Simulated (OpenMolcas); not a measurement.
## Mo²⁺: effect of correlating more closed shells

```yaml
Program: OpenMolcas
Basis: ANO-R1 [6s4p3d1f]
Scalar_Hamiltonian: X2C, finite nucleus
Active_space: 4 electrons in 5 orbitals (4d)
State_averaging: 2S+1 = 5 even, 5 roots; 2S+1 = 3 even, 45 roots; 2S+1 = 1 even, 50 roots
Spin-orbit_coupling: RASSI with atomic mean-field integrals over the reference wave functions, term energies averaged over their components
```

Methods on the same reference wave functions:
A. CASSCF
B. MS-CASPT2, IPEA 0.25 Eh, imaginary shift 0.1 Eh (closed shells correlated: none)
C. MS-CASPT2, IPEA 0.25 Eh, imaginary shift 0.1 Eh (closed shells correlated: 4s 4p)

Energies in eV above 4d4 5D0, the measured ground level; measured values from Sugar and Musgrove, J. Phys. Chem. Ref. Data 17, 155 (1988).

```
     Level       A       B       C  Measured
   4d4 5D0  0.0000  0.0000  0.0000    0.0000
   4d4 5D1  0.0277  0.0296  0.0295    0.0300
   4d4 5D2  0.0787  0.0826  0.0822    0.0829
   4d4 5D3  0.1477  0.1523  0.1517    0.1518
   4d4 5D4  0.2303  0.2340  0.2333    0.2321
   4d4 3H4  1.9363   1.940   1.806    1.5721
4d4 3P0(1)  1.9819   1.598   1.606    1.3823
   4d4 3H5  1.9979   2.015   1.877    1.6460
   4d4 3H6  2.0575   2.080   1.941    1.7124
4d4 3P1(1)  2.1364   1.755   1.765    1.5511
4d4 3F3(1)  2.2440   2.047   1.969    1.7294
4d4 3F2(1)  2.2548   2.034   1.969    1.7269
4d4 3F4(1)  2.2744   2.090   2.007    1.7725
4d4 3P2(1)  2.3743   1.993   2.001    1.7801
   4d4 3G3  2.4775   2.366   2.225    1.9678
   4d4 3G4  2.5280   2.423   2.277    2.0188
   4d4 3G5  2.5658   2.478   2.326    2.0723
   4d4 1I6  2.9700   3.006   2.791    2.5157
   4d4 3D3  3.1247   2.874   2.700    2.4162
   4d4 3D2  3.1433   2.882   2.717    2.4272
4d4 1G4(1)  3.1739   2.972   2.827    2.5555
   4d4 3D1  3.1747   2.923   2.751          
4d4 1S0(1)  3.6314   3.177   3.044    2.8504
4d4 1D2(1)  3.8362   3.384   3.341    2.8276
```

Deviations, from unrounded energies. A percentage is the sum of absolute deviations over the sum of measured energies, with the sign that they share, or ± where signs differ.

```json
{"Against measurement": "mean absolute deviation (cm-1)", "Levels": "22", "A": "3700", "B": "2400", "C": "1700"}
{"Against measurement": "fine structure of the ground term (%)", "Levels": "4", "A": "-2.5", "B": "±0.6", "C": "±0.5"}
{"Against measurement": "other terms of the ground configuration (%)", "Levels": "18", "A": "+27.9", "B": "+18.0", "C": "+12.8"}
```

C lies closest to measurement on these levels and A furthest from it. The largest miss of C in the table is 4d4 1D2(1), by +4100 cm-1. The ranking rests on the paired levels alone, and a cruder setting can come out closer through cancelling errors.

Between B and C the level of the table that moves most is 4d4 1I6, by 1700 cm-1 (lowest in C, highest in B). Moves below CASPT2's spread within the term are not significant.

The mean deviations of B to C differ by less than CASPT2's widest spread within a term (1100 cm-1), so their order carries little weight.

From A to B the spin-free energies of the other terms of 4d4 shown, above 5D, scale by factors of 0.81 to 1.01.

The lowest spin-free term lies below A's lowest term by 0.031 hartree in B, 0.196 hartree in C.

What an inner shell adds also hangs on whether the basis holds functions to correlate it.

CASPT2 breaks the degeneracy within a term, and the mean is taken; among the terms shown or strongly mixed into the levels shown the widest spread is 1100 cm-1 (4d4 1I, C). Levels of configurations with an s electron are missing; early in the row they begin among the upper levels of the d shell and mix with terms of their name. Some levels mix across a computed gap that differs much from the measured one, so their mixing is not that of the real levels. The CASPT2 spread within a term exceeds the gap to the next term for 4d4 3H and 4d4 3F(1), 4d4 3D and 4d4 1G(1), so the order of their levels is uncertain, and so are names and mixing where such terms share a J (figures for B; the like holds for C). Without dynamic correlation excited terms often stand tens of per cent too high (terms of higher spin than the ground term too low), and those without a measured partner can miss by more than the paired ones (holds for A). Some terms miss by over 15 % even with CASPT2, which points to a basis or an active space too small for the shells correlated (holds for B; C). Computed and measured levels are paired by configuration, term and J; levels that our copy of the source lacks, or whose pairing is in doubt (as where it misses far off the trend of its configuration), stay unpaired and out of the deviations. Levels of configurations outside the active space are missing. The table leaves out levels that lie high or whose names do not pair safely across all columns.

A number in round brackets counts repeated terms of one configuration in the order of the reference energies.
